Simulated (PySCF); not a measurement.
System: CH$_{3}$BF, charge 0, multiplicity 2. It need not be the lowest isomer of its formula. SMILES: C[B]F
Geometry: optimised at B3LYP-D3(BJ)/def2-TZVP (Ansatz).

Dispersion corrections to the total energy (kcal/mol) from the dftd3 and dftd4 libraries through PySCF: D3(BJ) without and D4 with the three-body term, each with the damping fitted for the functional named.

```
functional  D3(BJ)     D4
----------  ------  -----
B2GP-PLYP    -0.91  -0.57
B2PLYP       -1.22    [?]
B3LYP        -2.75  -2.31
TPSSh        -1.76    [?]
CAM-B3LYP    -1.12    [?]
HF          -15.87  -6.01
revPBE       -4.34  -5.37
```

### Question
Some entries are withheld; supply them.

### Answer

- B2PLYP, D4: -0.99
- TPSSh, D4: -1.75
- CAM-B3LYP, D4: -1.16
